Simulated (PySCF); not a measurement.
PySCF input (CCSD(T)/cc-pVDZ):

```python
from pyscf import gto, scf, mp, cc as ccmod

mol = gto.M(
    atom='''
    Si    1.00715407    0.28468245    0.17360047
    O    -0.30915855   -0.50769802   -0.41545000
    C    -1.64107861   -0.18925907   -0.04625178
    H     2.18800046   -0.34271057   -0.45105360
    H     1.08091493    0.16486738    1.65269768
    H     0.95157032    1.73046119   -0.16427399
    H    -1.89316587    0.84135799   -0.31665681
    H    -1.79732316   -0.31872721    1.02969620
    H    -2.31041357   -0.86366448   -0.57970537
    ''',
    basis='cc-pvdz',
    charge=0,
    spin=0,
    verbose=4,
)

mf = scf.RHF(mol)
mf.conv_tol = 1e-10
mf.max_cycle = 100
mf.kernel()
mp2 = mp.MP2(mf, frozen=7).run()
cc = ccmod.CCSD(mf, frozen=7)
cc.max_cycle = 100
cc.kernel()
et = cc.ccsd_t()
print(f'E(CCSD(T)) = {cc.e_tot + et:.9f}')
```

End of the output:

```
Extra cycle  E= -405.173750603038  delta_E= -2.16e-12  |g|= 2.98e-07  |ddm|= 1.36e-06
converged SCF energy = -405.173750603038

******** <class 'pyscf.mp.mp2.RMP2'> ********
nocc = 10, nmo = 69
frozen orbitals 7
E(RMP2) = -405.607817137132  E_corr = -0.434066534093695
E(SCS-RMP2) = -405.612884956229  E_corr = -0.439134353190847
E_corr(same-spin) = -0.0943217166018313
E_corr(oppo-spin) = -0.339744817491864

******** <class 'pyscf.cc.ccsd.CCSD'> ********
CC2 = 0
CCSD nocc = 10, nmo = 69
frozen orbitals 7
max_cycle = 100
direct = 0
conv_tol = 1e-07
conv_tol_normt = 1e-05
diis_space = 6
diis_start_cycle = 0
diis_start_energy_diff = 1e+09
Init t2, MP2 energy = -405.607817135831  E_corr(MP2) -0.434066532792975
Init E_corr(CCSD) = -0.434066532793026
cycle = 1  E_corr(CCSD) = -0.460329289831703  dE = -0.026262757  norm(t1,t2) = 0.056216
cycle = 2  E_corr(CCSD) = -0.473314983962172  dE = -0.0129856941  norm(t1,t2) = 0.0169349
cycle = 3  E_corr(CCSD) = -0.475504118940561  dE = -0.00218913498  norm(t1,t2) = 0.00782979
cycle = 4  E_corr(CCSD) = -0.477288663832332  dE = -0.00178454489  norm(t1,t2) = 0.00280089
cycle = 5  E_corr(CCSD) = -0.477242355789818  dE = 4.63080425e-05  norm(t1,t2) = 0.000718931
cycle = 6  E_corr(CCSD) = -0.477196068479761  dE = 4.62873101e-05  norm(t1,t2) = 0.000203201
cycle = 7  E_corr(CCSD) = -0.477197183607536  dE = -1.11512778e-06  norm(t1,t2) = 7.4738e-05
cycle = 8  E_corr(CCSD) = -0.477200409722932  dE = -3.2261154e-06  norm(t1,t2) = 2.21848e-05
cycle = 9  E_corr(CCSD) = -0.477199244756228  dE = 1.1649667e-06  norm(t1,t2) = 7.94003e-06
cycle = 10  E_corr(CCSD) = -0.477199349830558  dE = -1.0507433e-07  norm(t1,t2) = 3.17455e-06
cycle = 11  E_corr(CCSD) = -0.477199292406522  dE = 5.74240367e-08  norm(t1,t2) = 8.83512e-07
CCSD converged
E(CCSD) = -405.6509498954447  E_corr = -0.4771992924065217
CCSD(T) correction = -0.0109955008433704
E(CCSD(T)) = -405.661945396
```
